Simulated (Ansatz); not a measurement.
Cartesian coordinates (Å):
```xyz
5

N      2.0038    -0.0543     0.0212
C      0.8625    -0.0016    -0.1157
C     -0.5935     0.0133    -0.3030
O     -1.2529     1.0019    -0.1478
H     -1.0199    -0.9594    -0.5967
```
Charge 0, multiplicity 1.

Computed with frozen-core CCSD(T)/cc-pVTZ // B3LYP-D3(BJ)/def2-TZVP (Ansatz, a program for electronic structure). The restricted HF reference is unstable towards unrestricted orbitals.

The HF energy comes out as -205.66347 Ha. The MP2 correlation energy is -0.71721 Ha.

Estimate the CCSD correlation energy, the (T) correction, the total energy and the T1 diagnostic.


* **CCSD correlation energy**: -0.71965 Ha
* **(T) correction**: -0.03642 Ha
* **CCSD(T) total energy**: -206.41955 Ha
* **T1 diagnostic**: 0.016
